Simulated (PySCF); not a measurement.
Compound: C5H10OSi2.
SMILES with atom numbers: `[CH3:1][C:2]#[C:3][Si@@H:4]1[CH2:5][CH2:6][SiH2:7][O:8]1` (hydrogens: H9, H10, H11 on C1; H12 on Si4; H13, H14 on C5; H15, H16 on C6; H17, H18 on Si7)

The same species was optimised twice, with GFN2-xTB and with PBE0-D3(BJ)/def2-SVP (PySCF), and the same property calculations (PySCF, gas phase) were run on both structures.

```json
{"coordinate": "Si7–O8 (Å)", "GFN2-xTB": "1.635", "PBE0-D3(BJ)/def2-SVP": "1.681", "change": "+0.046"}
{"coordinate": "Si4–O8 (Å)", "GFN2-xTB": "1.647", "PBE0-D3(BJ)/def2-SVP": "1.680", "change": "+0.033"}
{"coordinate": "Si4–C5 (Å)", "GFN2-xTB": "1.911", "PBE0-D3(BJ)/def2-SVP": "1.892", "change": "-0.019"}
{"coordinate": "C3–Si4 (Å)", "GFN2-xTB": "1.845", "PBE0-D3(BJ)/def2-SVP": "1.827", "change": "-0.018"}
{"coordinate": "C2≡C3 (Å)", "GFN2-xTB": "1.205", "PBE0-D3(BJ)/def2-SVP": "1.220", "change": "+0.015"}
{"coordinate": "C6–Si7 (Å)", "GFN2-xTB": "1.910", "PBE0-D3(BJ)/def2-SVP": "1.897", "change": "-0.013"}
{"coordinate": "C5–C6 (Å)", "GFN2-xTB": "1.538", "PBE0-D3(BJ)/def2-SVP": "1.545", "change": "+0.007"}
{"coordinate": "C1–C2 (Å)", "GFN2-xTB": "1.445", "PBE0-D3(BJ)/def2-SVP": "1.450", "change": "+0.005"}
{"coordinate": "Si4–O8–Si7 (°)", "GFN2-xTB": "119.9", "PBE0-D3(BJ)/def2-SVP": "115.1", "change": "-4.8"}
{"coordinate": "Si4–C5–C6 (°)", "GFN2-xTB": "107.6", "PBE0-D3(BJ)/def2-SVP": "106.1", "change": "-1.5"}
{"coordinate": "C5–Si4–O8 (°)", "GFN2-xTB": "98.4", "PBE0-D3(BJ)/def2-SVP": "99.9", "change": "+1.5"}
{"coordinate": "C6–Si7–O8 (°)", "GFN2-xTB": "98.8", "PBE0-D3(BJ)/def2-SVP": "100.2", "change": "+1.4"}
{"coordinate": "C5–C6–Si7 (°)", "GFN2-xTB": "107.7", "PBE0-D3(BJ)/def2-SVP": "106.5", "change": "-1.2"}
{"coordinate": "C3–Si4–O8 (°)", "GFN2-xTB": "109.8", "PBE0-D3(BJ)/def2-SVP": "110.6", "change": "+0.8"}
{"coordinate": "C2–C3–Si4 (°)", "GFN2-xTB": "179.7", "PBE0-D3(BJ)/def2-SVP": "178.9", "change": "-0.8"}
{"coordinate": "C3–Si4–C5 (°)", "GFN2-xTB": "112.2", "PBE0-D3(BJ)/def2-SVP": "111.7", "change": "-0.5"}
```

Rotational constants: A = 2793, B = 730.2, C = 705.4 MHz (GFN2-xTB) against A = 2708, B = 737.3, C = 721.1 MHz (PBE0-D3(BJ)/def2-SVP). Point groups within 0.08 Å: C1 and C1.

On the GFN2-xTB structure: HOMO (eV) -7.60 [PBE0/pcSseg-1]; LUMO (eV) 0.00 [PBE0/pcSseg-1]; dipole (D) 2.24 [PBE0/pcSseg-1]; GIAO shielding of C1 (ppm) 181.1 [PBE0/pcSseg-1]; GIAO shielding of C2 (ppm) 74.9 [PBE0/pcSseg-1]; GIAO shielding of C3 (ppm) 100.2 [PBE0/pcSseg-1]; GIAO shielding of Si4 (ppm) 367.5 [PBE0/pcSseg-1]; GIAO shielding of C5 (ppm) 175.1 [PBE0/pcSseg-1]; GIAO shielding of C6 (ppm) 178.4 [PBE0/pcSseg-1]; GIAO shielding of Si7 (ppm) 353.4 [PBE0/pcSseg-1]; GIAO shielding of O8 (ppm) 285.3 [PBE0/pcSseg-1].

What do these properties become on the PBE0-D3(BJ)/def2-SVP structure?

| property | level | on GFN2-xTB | on PBE0-D3(BJ)/def2-SVP | change |
| --- | --- | --- | --- | --- |
| HOMO (eV) | PBE0/pcSseg-1 | -7.60 | -7.61 | -0.01 |
| LUMO (eV) | PBE0/pcSseg-1 | 0.00 | -0.10 | -0.10 |
| dipole (D) | PBE0/pcSseg-1 | 2.24 | 2.54 | +0.30 |
| energy, GFN2-xTB geometry as zero (kcal/mol) | PBE0/pcSseg-1 | 0.0 | -3.3 | -3.3 |
| GIAO shielding of C1 (ppm) | PBE0/pcSseg-1 | 181.1 | 178.7 | -2.4 |
| GIAO shielding of C2 (ppm) | PBE0/pcSseg-1 | 74.9 | 72.2 | -2.7 |
| GIAO shielding of C3 (ppm) | PBE0/pcSseg-1 | 100.2 | 98.5 | -1.7 |
| GIAO shielding of Si4 (ppm) | PBE0/pcSseg-1 | 367.5 | 368.6 | +1.1 |
| GIAO shielding of C5 (ppm) | PBE0/pcSseg-1 | 175.1 | 173.3 | -1.8 |
| GIAO shielding of C6 (ppm) | PBE0/pcSseg-1 | 178.4 | 177.3 | -1.1 |
| GIAO shielding of Si7 (ppm) | PBE0/pcSseg-1 | 353.4 | 351.2 | -2.2 |
| GIAO shielding of O8 (ppm) | PBE0/pcSseg-1 | 285.3 | 286.4 | +1.1 |

The heavy atoms differ by 0.072 Å rms after alignment. Among bonds between heavy atoms Si7–O8 changes most (+0.046 Å). Changes are differences of the printed values. Neither structure is proved a minimum here.
